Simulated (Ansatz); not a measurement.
Consider the formal hydrolysis of the Si–O bond: `CO[Si]C` + H₂O → `C[Si]O` + CH₃OH.

Program: Ansatz. Geometries: PBE0-D4/def2-TZVP. ΔE: electronic, gas phase. CBS: MP2 limit from def2 TZ/QZ plus the TZ coupled-cluster correction, frozen cores. This one scheme is used for every species. DFT in def2-TZVPP. B3LYP here is the variant with VWN-RPA as its local correlation; programs differ in this. HSE06 is defined as in plane-wave codes. Each species was taken in one conformer, which may not be the lowest.

```
             level  ΔE (kcal/mol)  difference from CCSD(T)/CBS
          B3LYP-D4            1.1                         -0.1
        r2SCAN0-D4            0.5                         -0.7
          HSE06-D4            0.5                         -0.7
          PBE-QIDH            0.4                         -0.8
             B3LYP           -0.5                         -1.7
           r2SCAN0            0.2                         -1.0
RPA@PBE/def2-TZVPP            0.5                         -0.7
     CCSD/def2-SVP           -0.1                         -1.3
    MP2/def2-TZVPP            1.2                          0.0
     HF/def2-QZVPP           -1.0                         -2.2
       CCSD(T)/CBS            1.2                            0
```

Largest T1 diagnostic among the species: 0.014.

The D4 term adds +1.6 kcal/mol with B3LYP and +0.9 kcal/mol with PBE0; it sums over pairs of atoms, weighted by their polarisabilities, and B3LYP, whose exchange is more repulsive, gets the larger term. Leaving LDA and LC-ωPBE aside and taking each functional with its dispersion term where it has one, the values, not all of them listed here, spread over 1.2 kcal/mol, from B2PLYP to BLYP-D4. LDA lies +1.3 kcal/mol from PBE without D4. At CCSD(T), def2-SVP lies −1.0 kcal/mol from the extrapolated value and def2-TZVPP −0.4 kcal/mol.
